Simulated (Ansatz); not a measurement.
Ansatz (a quantum-chemistry and plane-wave program) input:
A basis named .json is the Basis Set Exchange file of that set.

Ansatz 0.2 input:
```yaml
crystal:
  periodic: [false, false, false]
  atoms:
    - {symbol: F, position_ang: [-1.18261059, -0.45587354, 0.19349076]}
    - {symbol: S, position_ang: [-0.00851766, 0.42106893, -0.24933404]}
    - {symbol: F, position_ang: [1.19770611, -0.43039347, 0.15520534]}
    - {symbol: H, position_ang: [0.00042284, 1.23930015, 0.85107977]}
basis:
  gaussian:
    orbitals: aug-cc-pV_D+d_Z.json
total_charge: 1
magnetization: {spin_polarized: false}
correlation: {method: ccsd_t, electrons: outside_noble_gas}
output: {forces: true}
```

Q: Which total energy does the run end on?

A: -597.21531 Eh (CCSD(T)/aug-cc-pV(D+d)Z). The basis has 87 functions. The run takes around 28 core-seconds (rough).

It need not be the lowest isomer of its formula.
